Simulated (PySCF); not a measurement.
SCF from a fresh guess for singlet Be4, at the PBE0 minimum. PySCF input:

```python
from pyscf import gto, scf, dft
mol = gto.M(atom='''
Be     0.726500    -0.726500    -0.726500
Be    -0.726500    -0.726500     0.726500
Be     0.726500     0.726500     0.726500
Be    -0.726500     0.726500    -0.726500''',
    basis={'Be': 'def2-TZVP'},
    charge=0, spin=0)
mf = dft.RKS(mol, xc='PBE0')
mf.grids.atom_grid = (50, 194)
aux = {'Be': 'def2-universal-JKFIT'}
mf = mf.density_fit(auxbasis=aux)
mf.conv_tol = 1e-08
mf.diis_space = 10
mf.max_cycle = 60
mf.init_guess = 'minao'
mf.verbose = 4
mf.kernel()
```

Excerpt of the output (cycles and frontier levels):

```
init E= -59.3311870540887
  HOMO = -0.253169739637137  LUMO = -0.158219264358565  gap/eV = 2.58373
cycle= 1 E= -58.6909608897318  delta_E= 0.64  |g|= 0.248  |ddm|= 1.94
  HOMO = -0.18123964484964  LUMO = -0.0733410236735947  gap/eV = 2.93607
cycle= 2 E= -58.6947586372848  delta_E= -0.0038  |g|= 0.206  |ddm|= 0.597
  HOMO = -0.226179596641644  LUMO = -0.112029905569999  gap/eV = 3.10617
cycle= 3 E= -58.7173587909892  delta_E= -0.0226  |g|= 0.032  |ddm|= 0.324
  HOMO = -0.220538528065338  LUMO = -0.107808249675301  gap/eV = 3.06755
cycle= 4 E= -58.7178564702147  delta_E= -0.000498  |g|= 0.00135  |ddm|= 0.0471
  HOMO = -0.220523124253609  LUMO = -0.107831324390458  gap/eV = 3.06650
cycle= 5 E= -58.7178578509345  delta_E= -1.38e-06  |g|= 0.000242  |ddm|= 0.00329
  HOMO = -0.220478841594007  LUMO = -0.107788464606063  gap/eV = 3.06646
cycle= 6 E= -58.7178579069384  delta_E= -5.6e-08  |g|= 3.67e-05  |ddm|= 0.000808
  HOMO = -0.220467688610183  LUMO = -0.107777193345066  gap/eV = 3.06646
cycle= 7 E= -58.7178579078397  delta_E= -9.01e-10  |g|= 1.69e-06  |ddm|= 8.94e-05
  HOMO = -0.220468397011512  LUMO = -0.107777652077099  gap/eV = 3.06647
Extra cycle  E= -58.7178579078417  delta_E= -2.05e-12  |g|= 1.57e-06  |ddm|= 7.47e-06
converged SCF energy = -58.7178579078417
```

No lower solution of this spin was found by a stability analysis within the restricted form, which does not test spin polarisation.

The search for the lowest solution, with the stability check, took 2.2 s on 2 threads of a shared Arm Neoverse N1 host, with 76 basis functions; the process peaked at 0.3 GiB. Launch command: `OMP_NUM_THREADS=2 python axn.py task.json out`.
